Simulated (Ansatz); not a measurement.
Redistribution: C3H4F4O + C2HF2N → C3H5F3O + C2F3N

Gas-phase species: C3H4F4O `FCOC(F)C(F)F`, singlet; C2HF2N `N#CC(F)F`, singlet; C3H5F3O `FCOCC(F)F`, singlet; C2F3N (cyanotrifluoromethane) `N#CC(F)(F)F`, singlet. The partners trade F for H; both sit on C, so the bond types are kept.

Shapes, held fixed at every level: PBE0-D4/def2-TZVP. Flexible molecules stand in one conformer, not always the lowest. Programs: Ansatz 0.2.0. The zero-point and thermal change to 298 K, harmonic and unscaled (PBE0-D4/def2-TZVP), is -2.0 kJ/mol.

```json
{"level": "HF/def2-SVP", "kind": "Hartree–Fock", "ΔH(298 K) (kJ/mol)": "-14.2"}
{"level": "HF/def2-TZVPP", "kind": "Hartree–Fock", "ΔH(298 K) (kJ/mol)": "-9.9"}
{"level": "r2SCAN-D4/def2-TZVPP", "kind": "meta-GGA", "ΔH(298 K) (kJ/mol)": "-19.5"}
{"level": "wB97X-V/def2-TZVPP", "kind": "range-separated hybrid", "ΔH(298 K) (kJ/mol)": "-15.0"}
{"level": "CCSD(T)/def2-SVP", "kind": "coupled cluster or CI", "ΔH(298 K) (kJ/mol)": "-25.9"}
{"level": "CCSD/def2-SVP", "kind": "coupled cluster or CI", "ΔH(298 K) (kJ/mol)": "-24.2"}
{"level": "MP2/def2-TZVPP", "kind": "perturbation theory", "ΔH(298 K) (kJ/mol)": "-18.4"}
```

MP2/def2-TZVPP gives ΔH(298 K) = -18.4 kJ/mol; the levels span -25.9 to -9.9. The median of the levels is -18.4. No measured value is set beside it here.
